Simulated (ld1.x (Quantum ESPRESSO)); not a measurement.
Pseudopotential generation for Gd (Z = 64): TM, LDA (PZ), scalar-relativistic.

gadolinium (Gd), norm-conserving Troullier–Martins (Kleinman–Bylander form), made with ld1.x (Quantum ESPRESSO) 7.5 (LDA (PZ), scalar-relativistic). Core [Kr] 4d10, reference 4f8 5s2 5p6 5d0 6s2 6p0. Waves: 5s (bound): rc 2.20 bohr; 5d (bound, empty): rc 3.15 bohr; 4f (bound): rc 1.25 bohr; 5p (bound): rc 1.95 bohr. Local part: the p channel. Core correction: a·sin(br)/r model core, default radius (core density twice the valence density).

Occupied shells without a wave of their own: 6s. They enter only through the test configuration that unscreens the potential, and ld1.x also counts them in the model core charge.

Poles of the logarithmic derivatives, all-electron (AE) and pseudo (PS). s: poles at -3.4, 1.3 (AE) and -3.4, 2.2 (PS) Ry. p: poles at -1.7, 2.3 (AE) and -1.7, 2.2 (PS) Ry. d: poles at 0.4, 4.2 (AE) and 0.4, 4.2 (PS) Ry. f: poles at -0.2, 2.6 (AE) and -0.2, 2.7 (PS) Ry. Test radius 3.40 bohr.

* Cutoffs needed: 260 Ry and over 300 Ry (the cutoffs (Ry, on a coarse ladder) from which the occupation-weighted sum of valence levels, in a spherical-Bessel basis at the reference potential, stays within 10 and 1 mRy of its value at 400 Ry)
* Ghost test: no extra level below or beside the all-electron valence levels (s, d, f, p tested) (spherical-Bessel basis up to 400 Ry, 20 bohr box)
* Configuration tests: 2 of 9 tests not solved or not reliable; not counted: 4f8 5s2 5p6 5d1 6s0 6p0 (solver errors, printed error +1.6 eV); 4f8 5s2 5p6 5d0 6s2 6p0 (spin-polarised) (solver errors, printed error +1.6 eV)

The potential misses its own reference levels by up to 0.8 eV. ld1.x takes every shell without a wave as core, so the model core holds the 6s electrons as well and exchange and correlation see them twice. This cancels in the reference configuration, but the file is broken for other ones, and its errors say nothing about a proper core correction.
